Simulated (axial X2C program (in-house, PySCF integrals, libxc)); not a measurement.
Curves of BSe by EOM-IP-CCSD

Calculated with an in-house all-electron X2C program for linear molecules (integrals from PySCF): two-component X2C with atomic mean-field Coulomb and Gaunt terms, Gaussian nuclei, basis Se dyall-acv3z, B dyall-av3z with contracted cores.

Energies in eV from the lowest point of the lowest state; states are followed by energy order within each Ω. Reference: BSe⁻, 10 electrons correlated in 94 virtual spinors with an MP2 remainder; levels at this size can be off by some tenths of an eV. Masses 79.917 and 11.009 u.

```csv
R (Å),(1)Ω=1/2,(1)Ω=3/2,(2)Ω=1/2,(3)Ω=1/2
1.682,0.0661,2.3207,2.5036,5.5094
1.755,0.0000,1.8269,2.0108,5.1573
1.828,0.1086,1.5296,1.7150,4.9812
1.910,0.3695,1.3648,1.5528,4.9388
1.992,0.7185,1.3280,1.5204,5.0183
2.102,1.2419,1.4120,1.6192,5.2616
```

T1 of the reference reaches 0.030 (Lee–Taylor). Curves followed by order can swap character. Number of frozen shells: Se 3 s, 2 p, 1 d; B 1 s. Roots with under 60 % one-particle weight at any point are counted in the labels but not shown, and the list ends where the roots sought for some Ω run out; states that need a further excitation are missing and may lie low or lowest. Curves with a minimum but no constants failed the fit check.
